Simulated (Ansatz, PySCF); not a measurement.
B(Cl)(Me)(OMe) (C2H6BClO), SMILES COB(C)Cl. Atoms are numbered in the order given.

```xyz
11

B     -0.0867     0.0695     0.1798
Cl     1.0091     1.4826     0.1117
C     -1.1124    -0.0174     1.3685
H     -1.7347    -0.9241     1.3849
H     -1.7841     0.8574     1.3324
H     -0.5772     0.0544     2.3299
O      0.0698    -0.8083    -0.8245
C     -0.6606    -1.9996    -1.0275
H     -1.3246    -1.8783    -1.8984
H      0.0478    -2.8139    -1.2430
H     -1.2688    -2.2788    -0.1532
```

The structure is a stationary point at B3LYP-D3(BJ)/def2-SVP. The structure was generated by enumeration, and PubChem lists no compound with its InChIKey, so it may never have been made. The values are those of a single conformer.

Vertical ionisation energy (IE) and electron affinity (EA) in eV. Rows of orbital energies are one-electron estimates. Where ΔSCF, EOM or ADC give a negative EA the extra electron is unbound and the value depends on the basis.

| level | IE | EA |
|---|---|---|
| −ε(HOMO), −ε(LUMO), r2SCAN/def2-TZVP (PySCF) | 7.45 | 0.43 |
| −ε(HOMO), −ε(LUMO), PBE/def2-TZVP (PySCF) | 7.11 | 0.80 |
| ΔSCF, PBE0/def2-SVPD (Ansatz), final states of multiplicity 2 and 2 | 10.84 | -1.17 |
| ΔSCF, PBE/def2-SVPD (Ansatz), final states of multiplicity 2 and 2 | 10.34 | -1.02 |

Task: What vertical singlet–triplet gap does ΔSCF give with PBE0/def2-SVPD (Ansatz, a first-principles code) and with PBE/def2-SVPD (Ansatz)? (An estimate is asked for; the answer gives what the named calculation found.)

Result: 6.72 and 6.24 eV (triplet above singlet where positive).
